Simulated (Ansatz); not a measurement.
```yaml
crystal:
  periodic: [false, false, false]
  atoms:
    - {symbol: C, position_ang: [-1.635238, 1.190756, 0.407486]}
    - {symbol: Hf, position_ang: [0.204449, 0.371800, -0.485958]}
    - {symbol: C, position_ang: [1.687797, 0.193069, 1.134089]}
    - {symbol: C, position_ang: [-0.243981, -1.690084, -1.122073]}
    - {symbol: Cl, position_ang: [1.015045, 1.681278, -2.272866]}
    - {symbol: H, position_ang: [-1.491743, 1.393940, 1.476701]}
    - {symbol: H, position_ang: [-1.957995, 2.125732, -0.064588]}
    - {symbol: H, position_ang: [-2.462696, 0.474747, 0.319844]}
    - {symbol: H, position_ang: [1.925479, 1.163588, 1.586476]}
    - {symbol: H, position_ang: [1.306334, -0.455954, 1.933346]}
    - {symbol: H, position_ang: [2.630256, -0.242523, 0.780762]}
    - {symbol: H, position_ang: [-0.671346, -2.265635, -0.290667]}
    - {symbol: H, position_ang: [0.658481, -2.217269, -1.454740]}
    - {symbol: H, position_ang: [-0.964861, -1.723455, -1.947812]}
basis:
  gaussian: {orbitals: def2-TZVPD, nuclear_model: gaussian}
magnetization: {spin_polarized: false, initial_magnetization: 2}
hamiltonian: {xc: {name: SVWN5}}
```

```sh
$ ansatz run in.yaml --threads 4 --pin off --events-out ev --progress --plain --max-ram 11315MiB
```

Output, abridged:

```
Functional definition: SVWN5
1628 factors; their error is unknown
mean field evaluation 1: about -16974.0200 eV, gradient 1.2e2 eV
mean field evaluation 2: about -16736.6590 eV, gradient 2.6e2 eV
mean field evaluation 4: about -16998.5953 eV, gradient 6.1e1 eV
mean field evaluation 8: about -17009.9850 eV, gradient 2.1e1 eV
mean field evaluation 16: about -17011.4891 eV, gradient 1.0e1 eV
mean field evaluation 32: about -17011.8921 eV, gradient 1.4e-3 eV
mean field evaluation 160: about -17011.8803 eV, gradient 2.2e-6 eV
mean field -17011.89208045 eV, -625.1755028818 hartree, gradient 8.2e-6 eV, S^2 2.000000; 10 other end points of the search recorded, 0 dependent functions left out
reference -17011.89214637 eV, -625.1755053044 hartree; 29, 27 occupied and 252, 254 virtual orbitals, 1628 factors
Total energy: -17011.89214637 eV, -625.1755053044 hartree
```

It took 48 s on 4 threads of an Arm Neoverse V2 on a shared host, with 1.3 GiB of host memory at the peak.
